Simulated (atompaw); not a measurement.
**What one change does to a pseudopotential (Rb, PAW (atompaw))**

rubidium (Rb), PAW, made with atompaw 4.2.0.5 (PBE, scalar-relativistic). Core [Kr], reference 4d1 5s0 5p0. Waves: 5s (bound, empty); 5s channel at 0.25 Ry; 5p (bound, empty); 5p channel at 0.8 Ry; 4d (bound); 4d channel at 0.5 Ry. Local part: vpsmatchnc scheme with l = 3 at 0 Ry, radius 2.00 bohr. Core correction: smooth core density matched at 2.20 bohr. Augmentation charge: sinc compensation charge, radius 2.60 bohr; PAW radius 3.00 bohr; waves and projectors: bloechl.

All-electron outer shells of the reference configuration (PBE, scalar-relativistic, ld1.x):

| shell | level (eV) | outermost node (bohr) | outermost maximum (bohr) |
| --- | --- | --- | --- |
| 4s | -33.11 | 0.62 | 1.25 |
| 4p | -17.18 | 0.64 | 1.42 |
| 5s | -2.86 | 1.78 | 4.11 |
| 5p | -1.33 | 2.19 | 6.53 |
| 4d | -0.63 | 0.70 | 6.95 |

Change: core [Ar] 3d10, valence charge 9; reference 4s2 4p6 5s1 5p0; waves now 4s (bound); 5s (bound); 4p (bound); 5p (bound); 4d channel at 0.35 Ry; 4d channel at 2.3 Ry; local potential vpsmatchnc scheme with l = 3 at 0 Ry, radius 2.10 bohr; core correction smooth core density matched at 2.60 bohr; augmentation sinc compensation charge, radius 1.95 bohr; PAW radius 2.65 bohr; waves and projectors: bloechl.

Cutoffs: the cutoffs (Ry, on a coarse ladder) from which the occupation-weighted sum of valence levels, in a spherical-Bessel basis at the reference potential, stays within 10 and 1 mRy of its value at 400 Ry; they do not see the model core or the augmentation charge, which bear on the density cutoff.

Question: What does the change do?

Answer: The potential gets harder (6 Ry and 12 Ry → 60 Ry and 80 Ry); the bound ghost in p, s disappears. The added semicore shells are compact, so their waves need more plane waves. Several settings change at once here, so the effects cannot be laid on one of them.

```csv
quantity,base,changed
"cutoff, loose",6 Ry,60 Ry
"cutoff, tight",12 Ry,80 Ry
bound ghosts,"s, p",none
lowest overlap eigenvalue by channel,"s 0.04, p 0.05, d 0.02","s 0.11, p 0.38, d 0.69"
```

 A true bound ghost makes a file unfit for plane-wave use even where its test errors are small: the radial tests pick states by their node count and pass the ghost by. The cutoffs see the waves, projectors and local potential, not the compensation charge or the core.
